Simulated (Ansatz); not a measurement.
Geometry optimisation, RKS r2SCAN/def2-SVP (Ansatz).

input.yaml

```yaml
crystal:
  periodic: [false, false, false]
  atoms:
    - { symbol: C, position_ang: [0.74467, 1.42692, 0.15123] }
    - { symbol: C, position_ang: [0.21718, 0.2276, 0.92556] }
    - { symbol: O, position_ang: [-0.64328, -0.55805, 0.12108] }
    - { symbol: Ga, position_ang: [-0.92245, -1.82202, -1.02365] }
    - { symbol: Cl, position_ang: [0.74509, -3.02678, -1.22948] }
    - { symbol: H, position_ang: [1.32003, 1.08706, -0.70988] }
    - { symbol: H, position_ang: [1.38213, 2.03174, 0.79099] }
    - { symbol: H, position_ang: [-0.0859, 2.03269, -0.20456] }
    - { symbol: H, position_ang: [-0.37001, 0.56641, 1.78728] }
    - { symbol: H, position_ang: [1.05479, -0.3771, 1.2913] }
    - { symbol: H, position_ang: [-2.24337, -1.93541, -1.80916] }
basis:
  gaussian: { orbitals: def2-SVP }
hamiltonian:
  xc: r2scan
relax:
  f_tol: 0.015
  max_steps: 40
```

Run as:

```bash
$ ansatz run input.yaml --threads 2 --pin off --max-ram 3072MiB --backend cpu --events-out ev --progress --plain --runs-dir out
```

Question: Where does it end, and by what steps?

Answer: The forces met the threshold. After 16 steps the energy has fallen by 0.289 eV; Cl5 moved furthest, 0.66 Å.

```tsv
step	energy less start (eV)	largest force component (eV/Å)	accepted
0	0.0000	1.273	yes
1	-0.1553	0.565	yes
2	-0.2118	0.474	yes
3	-0.2554	0.509	yes
4	-0.2732	0.393	yes
5	-0.2833	0.155	yes
6	-0.2856	0.063	yes
7	-0.2859	0.065	yes
8	-0.2866	0.090	yes
9	-0.2874	0.087	yes
10	-0.2881	0.074	yes
11	-0.2880	0.112	no
12	-0.2886	0.031	yes
13	-0.2889	0.021	yes
14	-0.2891	0.029	yes
15	-0.2891	0.028	no
16	-0.2892	0.007	yes
```

```xyz
11
Properties=species:S:1:pos:R:3
C 0.770 1.286 0.112
C 0.077 0.209 0.927
O -1.025 -0.345 0.225
Ga -0.902 -1.638 -0.978
Cl 1.077 -2.457 -1.220
H 1.219 0.854 -0.797
H 1.576 1.762 0.694
H 0.051 2.064 -0.189
H -0.321 0.636 1.865
H 0.807 -0.576 1.207
H -2.130 -2.142 -1.754
```

Whether the end is a true minimum wasn't checked by a vibrational analysis.

The run took 2.7 min on 2 threads of Arm Neoverse N1 (shared host), peak memory 0.2 GiB.
